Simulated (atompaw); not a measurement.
# Reading a pseudo-wave (manganese (Mn))

Columns: radius, all-electron u(r) and pseudo u(r) of the 3d shell (level -6.77 eV) of manganese in the configuration [Ar] 3d5 4s2 4p0; PBE, scalar-relativistic, PAW (atompaw) scheme, atompaw 4.2.0.5.

| r (bohr) | all-electron | pseudo |
| --- | --- | --- |
| 0.115 | 0.0803 | 0.0074 |
| 0.231 | 0.3109 | 0.0559 |
| 0.346 | 0.5484 | 0.1662 |
| 0.462 | 0.7271 | 0.3329 |
| 0.577 | 0.8348 | 0.5201 |
| 0.692 | 0.8826 | 0.6858 |
| 0.808 | 0.8869 | 0.7958 |
| 0.923 | 0.8631 | 0.8361 |
| 1.038 | 0.8230 | 0.8203 |
| 1.154 | 0.7739 | 0.7744 |
| 1.269 | 0.7219 | 0.7219 |
| 1.385 | 0.6691 | 0.6691 |
| 1.500 | 0.6182 | 0.6182 |
| 1.615 | 0.5699 | 0.5699 |
| 1.731 | 0.5241 | 0.5241 |
| 1.846 | 0.4820 | 0.4820 |
| 1.962 | 0.4429 | 0.4429 |
| 2.077 | 0.4071 | 0.4071 |
| 2.192 | 0.3743 | 0.3743 |
| 2.308 | 0.3439 | 0.3439 |
| 2.423 | 0.3163 | 0.3163 |
| 2.538 | 0.2909 | 0.2909 |
| 2.654 | 0.2675 | 0.2675 |
| 2.769 | 0.2460 | 0.2460 |
| 2.885 | 0.2262 | 0.2262 |
| 3.000 | 0.2081 | 0.2081 |

How many radial nodes do the two functions have?

The all-electron 3d function has n − l − 1 = 0; the pseudo-wave has 0.

At about which radius was the pseudo-wave matched?

1.25 bohr, where the columns begin to agree (steps of 0.12 bohr).

Where does each function peak?

Outermost all-electron maximum near 0.81 bohr, pseudo maximum near 0.92 bohr (to the table’s step).

Is the pseudo-wave norm-conserving?

No, it belongs to a PAW set: the norm inside the radius is not constrained, and the difference is carried by the augmentation charge.
